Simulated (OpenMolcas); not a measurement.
## How basis sets differ on [BF4]− (tetrafluoroborate)

[BF4]−: 5 atoms, total charge -1, spin state singlet. SMILES: `F[B-](F)(F)F`. The shape is that of a PBE0-D4/def2-TZVPD optimisation.

Each level gives the HOMO–LUMO gap (eV). The values are calculated.

```
            level          kind     program  value (eV)  CPU time
HF/ANO-R0 (sfX2C)  Hartree–Fock  OpenMolcas       28.49     3.7 s
        HF/STO-3G  Hartree–Fock  OpenMolcas       30.91     1.7 s
         HF/3-21G  Hartree–Fock  OpenMolcas       27.40       2 s
HF/ANO-R1 (sfX2C)  Hartree–Fock  OpenMolcas       20.93     5.2 s
   HF/aug-cc-pVDZ  Hartree–Fock  OpenMolcas       15.35      19 s
```

Sets without diffuse functions describe the anion poorly. The values span 15.35 to 30.91 eV. A Hartree–Fock LUMO above zero doesn't converge with the basis: it sinks as sets grow more diffuse. Orbital gaps aren't excitation energies. Times are those of the runs behind each value, whatever else they computed, on shared processors of several kinds: orders of magnitude only.
